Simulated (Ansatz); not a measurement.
Two structures of CH$_{8}$OSn, singlet, reached by relaxing down either side of one saddle point (PBE0-D4/def2-TZVP). Energies are electronic, without zero-point energy. Ansatz 0.2.0; basis: def2-TZVPP and def2-QZVPP; cores frozen in the correlated methods. Filled d shells of the heavier atoms are correlated. Core potentials replace the inner electrons of the atoms past krypton. The def2 sets are not built for correlating such inner shells, so the correlated values are less sure here. Extrapolation: Hartree–Fock as exp(−7.88 √X), correlation as X^−2.97. First:

Sn1  (-0.834, -0.346, -0.831)
C2  (-0.330, 1.548, 0.012)
H3  (0.488, -1.037, -1.670)
H4  (-1.374, -1.447, 0.364)
H5  (-2.112, -0.157, -1.963)
H6  (2.152, -1.468, 0.622)
O7  (1.597, -1.006, 1.255)
H8  (-1.196, 1.974, 0.519)
H9  (0.479, 1.404, 0.726)
H10  (-0.009, 2.233, -0.773)
H11  (1.139, -1.698, 1.738)
(Å)

Second:

```xyz
11
angstrom
Sn -0.5925 -1.5665 -0.7830
C 0.1613 1.9444 0.7193
H -0.8056 -3.1706 -1.3349
H -1.8489 -1.0495 0.2347
H -0.3179 -0.5041 -2.0922
H 0.7147 1.0204 0.8898
O 0.9897 -1.5328 0.3937
H -0.8349 1.8605 1.1545
H 0.6878 2.7773 1.1852
H 0.0745 2.1298 -0.3520
H 1.7719 -1.9089 -0.0151
```

(1) Which bonds change from the first to the second?

(2) Give the saddle point's structure and its height above each. (To be estimated.)

The T1 diagnostic stays at or below 0.014.

Answers

(1) CH₆Sn ([CH3][SnH3]) + H₂O → SnH₄O ([OH][SnH3]) + CH₄; bonds formed: Sn1–O7, C2–H6; bonds broken: Sn1–C2, H6–O7.

(2) The calculation gives: 1.876 eV above the first and 2.173 eV above the second (CCSD(T) at an estimated basis limit (MP2 extrapolated from triple and quadruple zeta, plus CCSD(T) − MP2 in triple zeta)).
```
11
angstrom
Sn -0.7068 -0.8805 -0.5572
C 0.1062 1.3360 0.3310
H -0.2218 -2.3748 -1.2655
H -1.9797 -1.1057 0.5463
H -1.1094 0.1165 -1.8954
H 0.8058 0.1012 0.6247
O 1.0544 -1.0423 0.7423
H -0.9390 1.6015 0.5092
H 0.6617 1.7446 1.1850
H 0.4461 1.8451 -0.5719
H 1.8826 -1.3418 0.3516
```

Labels in which every atom is bracketed show which atoms are joined, not bond orders.

For scale, one of the runs: CCSD(T)/def2-TZVPP, 224 basis functions (an equivalent command: `ansatz run in.yaml --threads 4`). The run took 2.3 min on 4 CPU threads (shared host), with 4.1 GiB of host memory at its peak.
